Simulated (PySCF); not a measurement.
wB97X on Ni⁻ (nickel, charge -1)

Configuration: [Ar] 3d9 4s2, 2D determinant. Calculation: PySCF 2.14, in aug-cc-pwCVTZ-DK with one added diffuse shell each of s, p, d, f, g type (11s10p8d5f4g, 152 functions); the spin-free X2C one-electron Hamiltonian (Gaussian nucleus).

```
Total energy                                                  : -1520.656 hartree
One-electron energy                                           : -2119.666 hartree
Hartree (Coulomb) energy                                      : 663.136 hartree
Exchange-correlation energy                                   : -64.126 hartree
⟨S²⟩                                                          : 0.7529
⟨L²⟩                                                          : 6.024
Sum of ⟨r⟩                                                    : 25.88 bohr
Sum of ⟨r²⟩                                                   : 60.03 bohr²
Traceless quadrupole moment −½Σ⟨3z² − r²⟩ along its main axis : -0.450 e·bohr²
Langevin diamagnetic susceptibility                           : -47.5 ×10⁻⁶ cm³/mol
Time after the integrals                                      : 13 s of wall time on 2 threads of Neoverse-V2 (shared host)
```

| shell | electrons | mean orbital energy (hartree) | spread (hartree) | rms radius, mean of both spins (bohr) |
| --- | --- | --- | --- | --- |
| 1s β | 1 | -302.42548 | 0 | 0.0624 |
| 1s α | 1 | -302.42542 | 0 | 0.0624 |
| 2s α | 1 | -36.18811 | 0 | 0.266 |
| 2s β | 1 | -36.16619 | 0 | 0.266 |
| 2p α | 3 | -31.06650 | 0.03235 | 0.238 |
| 2p β | 3 | -31.04891 | 0.01523 | 0.238 |
| 3s α | 1 | -3.97072 | 0 | 0.799 |
| 3s β | 1 | -3.92097 | 0 | 0.799 |
| 3p α | 3 | -2.47889 | 0.06491 | 0.854 |
| 3p β | 3 | -2.42569 | 0.01244 | 0.854 |
| 3d α | 5 | -0.12618 | 0.07171 | 1.36 |
| 3d β | 4 | -0.08911 | 0.04406 | 1.36 |
| 4s α | 1 | -0.04845 | 0 | 4.31 |
| 4s β | 1 | -0.04446 | 0 | 4.31 |

Densities and radii are taken from the X2C orbitals without a picture-change correction, which distorts them close to the nucleus.
